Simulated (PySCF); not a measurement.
# Bond curve of SrSe

Set-up: basis Sr def2-TZVPP with ECP28, Se def2-TZVPP; scalar-relativistic core potentials; PySCF 2.14. Energies in eV from Sr + Se in their ground configurations at the same level. State: ¹Σ⁺ (singlet), closed shell.

Curves on a restricted Hartree–Fock reference rise too fast on stretching and do not dissociate correctly.

All columns are RHF. A positive dipole means Sr(−)Se(+).

```json
{"R (Å)": "2.209", "E (eV)": "0.208", "μ (D)": "-10.84", "Mulliken charge on Sr (basis-dependent)": "0.99", "HOMO (eV)": "-6.67", "LUMO (eV)": "-0.37", "Mayer bond order": "1.73", "⟨S²⟩": "0.00"}
{"R (Å)": "2.312", "E (eV)": "-0.590", "μ (D)": "-11.75", "Mulliken charge on Sr (basis-dependent)": "0.98", "HOMO (eV)": "-6.79", "LUMO (eV)": "-0.53", "Mayer bond order": "1.73", "⟨S²⟩": "0.00"}
{"R (Å)": "2.415", "E (eV)": "-1.063", "μ (D)": "-12.56", "Mulliken charge on Sr (basis-dependent)": "0.97", "HOMO (eV)": "-6.76", "LUMO (eV)": "-0.68", "Mayer bond order": "1.74", "⟨S²⟩": "0.00"}
{"R (Å)": "2.492", "E (eV)": "-1.256", "μ (D)": "-13.10", "Mulliken charge on Sr (basis-dependent)": "0.96", "HOMO (eV)": "-6.60", "LUMO (eV)": "-0.79", "Mayer bond order": "1.75", "⟨S²⟩": "0.00"}
{"R (Å)": "2.569", "E (eV)": "-1.342", "μ (D)": "-13.59", "Mulliken charge on Sr (basis-dependent)": "0.94", "HOMO (eV)": "-6.46", "LUMO (eV)": "-0.88", "Mayer bond order": "1.76", "⟨S²⟩": "0.00"}
{"R (Å)": "2.646", "E (eV)": "-1.346", "μ (D)": "-14.03", "Mulliken charge on Sr (basis-dependent)": "0.93", "HOMO (eV)": "-6.34", "LUMO (eV)": "-0.98", "Mayer bond order": "1.77", "⟨S²⟩": "0.00"}
{"R (Å)": "2.749", "E (eV)": "-1.254", "μ (D)": "-14.52", "Mulliken charge on Sr (basis-dependent)": "0.91", "HOMO (eV)": "-6.22", "LUMO (eV)": "-1.09", "Mayer bond order": "1.78", "⟨S²⟩": "0.00"}
{"R (Å)": "2.877", "E (eV)": "-1.033", "μ (D)": "-14.95", "Mulliken charge on Sr (basis-dependent)": "0.88", "HOMO (eV)": "-6.13", "LUMO (eV)": "-1.21", "Mayer bond order": "1.78", "⟨S²⟩": "0.00"}
{"R (Å)": "3.031", "E (eV)": "-0.684", "μ (D)": "-15.12", "Mulliken charge on Sr (basis-dependent)": "0.85", "HOMO (eV)": "-6.12", "LUMO (eV)": "-1.32", "Mayer bond order": "1.74", "⟨S²⟩": "0.00"}
{"R (Å)": "3.237", "E (eV)": "-0.181", "μ (D)": "-14.66", "Mulliken charge on Sr (basis-dependent)": "0.79", "HOMO (eV)": "-6.24", "LUMO (eV)": "-1.39", "Mayer bond order": "1.63", "⟨S²⟩": "0.00"}
```

A fit through these points gives, at Re = 2.610 Å, μ = -13.84 D and dμ/dR = -5.66 D/Å; the reduced mass is 41.86 u.

**Question.** How strong is the fundamental in the double-harmonic approximation, I = 42.26·(dμ/dR)²/μred km/mol?

**Answer.** I = 42.26·(-5.66)²/41.86 = 32.3 km/mol at RHF.

Where the molecule has an RHF reference, its open-shell atoms are computed with UHF. Hartree–Fock leaves out correlation, which carries a large part of most bond energies and some tenths to 1 eV of ionisation energies.
